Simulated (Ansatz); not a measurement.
Program: Ansatz. Geometries: PBE0-D4/def2-TZVP. ΔE: electronic, gas phase. CCSD(T)/CBS adds triple-zeta CCSD(T) − MP2 to the extrapolated MP2 energy (def2 sets, frozen cores). This one scheme is used for every species. DFT in def2-TZVPP. B3LYP here is the variant with VWN-RPA as its local correlation; programs differ in this. For Ge outer-core shells are correlated without core-valence functions, which leaves a few kJ/mol of doubt a bond. Scalar relativity is left out up to krypton. One conformer a species, not always the lowest.

`C[O][GeH]([F])[C]#N` + CH₃SH → `C[O][GeH]([F])[S]C` + `C#N`  (ligand exchange at a Ge–C bond)

**Question.** Is it downhill or uphill in electronic energy at CCSD(T)/CBS, and by how much? (Estimate.)

**Answer.** The calculation gave: Downhill: ΔE = -0.47 eV.

**Question.** What do these levels give: r2SCAN-D4, PBE0-D4, B3LYP-D4, ωB97X-V, PBE, B3LYP, CCSD/def2-TZVPP, CCSD(T)/def2-TZVPP, HF/def2-QZVPP, HF/CBS(def2), MP2/CBS(def2), CCSD/CBS(def2)? (Estimate.)

**Answer.** Ansatz gave: r2SCAN-D4 -0.50, PBE0-D4 -0.50, B3LYP-D4 -0.49, ωB97X-V -0.44, PBE -0.46, B3LYP -0.40, CCSD/def2-TZVPP -0.37, CCSD(T)/def2-TZVPP -0.39, HF/def2-QZVPP -0.29, HF/CBS(def2) -0.29, MP2/CBS(def2) -0.50, CCSD/CBS(def2) -0.44 eV.

Largest T1 diagnostic among the species: 0.014.

In def2-TZVPP, CCSD(T) changes the Hartree–Fock value by −0.09 eV (the triples alone add −0.03 eV) and MP2 by −0.12 eV. The D4 term adds −0.09 eV with B3LYP and −0.05 eV with PBE0; it sums over pairs of atoms, weighted by their polarisabilities, and B3LYP, whose exchange is more repulsive, gets the larger term.
